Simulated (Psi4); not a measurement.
antimony atom (Sb), quartet (all electrons, no relativity). Base run: Psi4 with BLYP/3-21G.

The Psi4 input:
```
memory 2 GB

molecule mol {
0 4
Sb    0.000000    0.000000    0.000000
}

set {
  basis 3-21g
  reference uks
  scf_type pk
}

energy('blyp')
print_variables()
```

Variants of this job, named by their change:

```csv
change,E (Eh),<S^2>
base,-6288.69874,3.750
functional = hse06,-6288.19407,3.750
functional = scan,-6289.09686,3.751
functional = m06,-6288.52054,3.750
functional = m06-l,-6288.50317,3.751
functional = wb97x,-6288.75539,3.750
functional = revpbe,-6288.34071,3.750
functional = cam-b3lyp,-6288.91907,3.750
functional = b3lyp,-6288.70882,3.750
functional = x3lyp,-6288.54945,3.750
functional = r2scan,-6288.57264,3.751
functional = tpss,-6288.32643,3.750
functional = svwn,-6284.19757,3.750
```

Totals shift with the method and basis; they matter in differences.

Open shells are given as the SCF converged; they aren't shown to be the lowest states, and a large step between rows can be another state.
